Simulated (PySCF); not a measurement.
Species: C₅H₃NOS.
Structure used (PBE0-D3(BJ)/def2-TZVP), in Å, numbered top down from 1:
```xyz
11
C5H3NOS angstrom
N      3.3961    0.9611    0.9245
C      2.7168    0.6064    0.0601
S      1.7531    0.0912   -1.2141
C      0.2168   -0.0450   -0.3823
C     -0.9845   -0.4844   -1.0202
C     -1.9324   -0.4480   -0.0561
O     -1.4106   -0.0263    1.1131
C     -0.0985    0.2198    0.9094
H     -1.1141   -0.7814   -2.0483
H     -2.9828   -0.6863   -0.0520
H      0.4778    0.5672    1.7497
```

Computed at PBE0/pcSseg-2 (PySCF, non-relativistic), with Q(14N) = 0.02044 b, Q(33S) = −0.0678 b, Q(17O) = −0.0256 b: N1, 14N (I = 1): χzz = -4.538 MHz, η = 0.482; S3, 33S (I = 3/2): χzz = 45.09 MHz, η = 0.808; O7, 17O (I = 5/2): χzz = -8.524 MHz, η = 0.021.

(1) Find the zero-field quadrupole resonance frequencies of 14N at N1.

(2) Where would the pure quadrupole (NQR) lines of 33S at S3 fall for the rigid, isolated species?

(3) Where would the pure quadrupole (NQR) lines of 17O at O7 fall for the rigid, isolated species?

Results:

(1) From ν± = (3/4)|χ|(1 ± η/3) and ν0 = |χ|η/2: ν+ 3.950 MHz, ν− 2.856 MHz, ν0 1.094 MHz (cyano nitrogen).

(2) From ν = (|χ|/2)√(1 + η²/3): ν = 24.88 MHz (sulfur bonded to 2 C).

(3) From the eigenvalues of H = χ/[4I(2I − 1)] × [3Iz² − I(I + 1) + η(Ix² − Iy²)], steps between neighbouring levels, labelled as for η = 0: ±1/2↔±3/2 1.279 MHz, ±3/2↔±5/2 2.557 MHz (furan-type oxygen).

In a crystal, neighbours and librations shift these lines. The structure is a single PBE0-D3(BJ)/def2-TZVP conformer in the gas phase; no vibrational or solvent corrections.
